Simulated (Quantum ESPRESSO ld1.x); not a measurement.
Question: These are the eigenvalues of the occupied orbitals of an atom or ion with whole-number occupations (eV). Method: Dirac Kohn-Sham, BLYP, spin-unpolarised, spherical densities, point nucleus; computed with ld1.x of Quantum ESPRESSO 7.5.

orbital  eigenvalue
1s1/2      -69450.4
2s1/2      -12014.6
2p1/2      -11490.5
2p3/2      -10137.2
3s1/2      -2799.78
3p1/2      -2566.60
3p3/2      -2273.97
3d3/2      -1881.67
3d5/2      -1818.04
4s1/2      -611.537
4p1/2      -514.880
4p3/2      -447.026
4d3/2      -288.379
4d5/2      -275.880
5s1/2      -121.512
5p1/2      -92.5391
5p3/2      -82.3135
4f5/2      -77.3464
4f7/2      -75.1006
5d3/2      -43.9156

Which element is it, and in what charge state? The configuration may be excited. Open shells, if any, fill j = l - 1/2 first.

Answer: Z = 74, tungsten, charge +4: W4+ in [Xe] 4f14 5d2. The list shows which subshells hold electrons but not how many an open one holds; the 1s level, -2552.3 hartree, gives Z - s = 71.4 by -(Z - s)^2/2, which with screening and relativity narrows Z to a few neighbours, and the depths of the outer levels then fix element, charge and occupations together.
